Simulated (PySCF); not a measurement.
Gas-phase reaction: WO₃ + 2 SF₆ ⇌ WOF₄ + 2 F₂ + 2 SOF₂

Energies from PySCF, thermal terms from the rigid-rotor harmonic-oscillator model, ideal gas at 1 bar. † marks an energy on the PBE0/def2-TZVP geometry and frequencies. MP2 freezes the core. All species are closed-shell singlets. B3LYP is the form with VWN-RPA correlation. W: scalar-relativistic def2 core potential, no spin-orbit coupling. MP2 isn't extrapolated to the basis-set limit.

PBE/def2-TZVP† gives ΔH°(298 K) = 104 kJ.

Task: What do B3LYP/def2-TZVP†, MP2/def2-SVP†, MP2/def2-TZVPP† give?

Result: B3LYP/def2-TZVP†: 76 kJ; MP2/def2-SVP†: 174 kJ; MP2/def2-TZVPP†: 288 kJ. For scale, ΔH°(298 K) is 104 kJ at this level, 164 kJ at ωB97M-V/def2-TZVP†, and runs from -19 to 319 kJ over the 18 levels computed.
